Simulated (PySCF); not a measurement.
## [WO3F]−: from a saddle point downhill

PySCF 2.14.0, RKS B3LYP, W def2-SVP with ECP60, O def2-SVP, F def2-SVP; non-relativistic Hamiltonian with scalar-relativistic core potentials where named; density fitting; no spin-orbit coupling. Relaxed within the symmetry of its start, the geometry (C2v) is

```xyz
5

W     0.0000    0.0864    0.0000
O     1.7678   -0.2489    0.0000
O     0.0000    1.8384    0.0000
O    -1.7678   -0.2489    0.0000
F     0.0000   -1.9654    0.0000
```

and its lowest harmonic modes are -446, -144, -108, 286, 366, 475 cm⁻¹ (negative: unstable). It was moved along the lowest mode and relaxed again, within the group Cs that the move left.

Task: Where does it end, and how much lower?

Result: In nearly C3v, 5.378 eV lower, after 11 steps:
```xyz
5

W     0.0000   -0.0844    0.0647
O     1.4322   -0.1092    1.0772
O     0.0000    1.3796   -0.9008
O    -1.4322   -0.1092    1.0772
F     0.0000   -1.6150   -1.0980
```

Task: How do the contacts change?

Result: 
```csv
contact,saddle (Å),end (Å)
W1–O2 (O),1.799,1.754
W1–O3 (O),1.752,1.754
W1–O4 (O),1.799,1.754
W1–F5 (F),2.052,1.922
```


Task: Is the end a minimum?

Result: Yes; lowest modes 221, 221, 289, 323, 325, 637 cm⁻¹.

State: singlet.
